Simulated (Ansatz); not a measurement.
Cost and result for the atomization energy of H6OSiSn (`[SiH3][O][SnH3]`) (9 atoms, 8 bonds).

```
atom    x (Å)    y (Å)    z (Å)
 Si1  -0.7133   0.7541  -1.2624
  O2  -0.1242  -0.5345  -0.4628
 Sn3   0.7357  -0.8653   1.2702
  H4  -1.8117   1.4140  -0.4982
  H5  -1.2458   0.3054  -2.5750
  H6   0.3447   1.7795  -1.4981
  H7   1.0101  -2.5418   1.2707
  H8  -0.3678  -0.3632   2.4684
  H9   2.1723   0.0519   1.2872
```

Charge 0, multiplicity 1. Correlated methods include outer-core shells of Sn, which these sets cover unevenly. Sn takes the def2 core potential. Geometry: relaxed with PBE0-D4/def2-TZVP. Program: Ansatz. All runs use 2 threads of a server CPU on a shared host. Times are those of one run each, without the atoms' runs, and a repeat can differ threefold. Electronic energies, without spin–orbit coupling; frozen cores. CCSD(T)/CBS adds CCSD(T) − MP2 in def2-TZVPP to the MP2 limit, and its time is that of the two runs behind it. T1 = 0.013. With those shells the extrapolation isn't a true limit. HSE06 is the plane-wave form, built on full-range PBE exchange.

CCSD(T)/CBS is a level of theory with its own doubt, some kJ/mol a heavy atom from the limit and from the frozen cores, so smaller differences don't rank the functionals.

```
                           level  functions  wall time  atomization (kJ/mol)  difference from CCSD(T)/CBS  per bond
              BLYP-D4/def2-TZVPP        207      2.2 s                2547.1                        -60.9      -7.6
              PBE0-D4/def2-TZVPP        207      2.7 s                2517.4                        -90.6     -11.3
             BHLYP-D4/def2-TZVPP        207        3 s                2528.1                        -79.9     -10.0
             HSE06-D4/def2-TZVPP        207      3.1 s                2517.1                        -90.9     -11.4
                CCSD(T)/def2-SVP         88      3.3 s                2387.8                       -220.2     -27.5
         CAM-B3LYP-D4/def2-TZVPP        207      3.4 s                2594.6                        -13.4      -1.7
           r2SCANh-D4/def2-TZVPP        207      4.2 s                2554.7                        -53.3      -6.7
               B2PLYP/def2-TZVPP        207        5 s                2540.9                        -67.1      -8.4
               B97M-V/def2-TZVPP        207        8 s                2619.1                         11.1       1.4
ωB97M-V/def2-TZVPP (with forces)        207       11 s                2580.5                        -27.5      -3.4
                  MP2/def2-QZVPP        389       16 s                2556.4                        -51.6      -6.4
              CCSD(T)/def2-TZVPP        207       68 s                2535.6                        -72.4      -9.0
               CCSD(T)/CBS(def2)          –       83 s                2608.0                          0.0       0.0
```

At CCSD(T), def2-SVP lies −220.2 kJ/mol from the extrapolated value and def2-TZVPP −72.4 kJ/mol: correlation converges slowly with the basis, and small sets miss more of it in the bonded molecule than in its fragments. The D4 term adds +27.4 kJ/mol with B3LYP and +14.4 kJ/mol with PBE0; it sums over pairs of atoms, weighted by their polarisabilities, and B3LYP, whose exchange is more repulsive, gets the larger term. From PBE to PBE0 (25 % exact exchange), in def2-TZVPP and without D4, the atomization energy moves by −17.9 kJ/mol: exact exchange takes away binding that semilocal exchange gives to molecules.

B3LYP here is the variant with VWN-RPA as its local correlation; programs differ in this.

Spin–orbit coupling would lower the free Sn atoms strongly, and the atomization energy with them, by more than many differences here. For some Ge, Se and Sn compounds the MP2-based and the directly extrapolated limit differ by 10 to 25 kJ/mol.
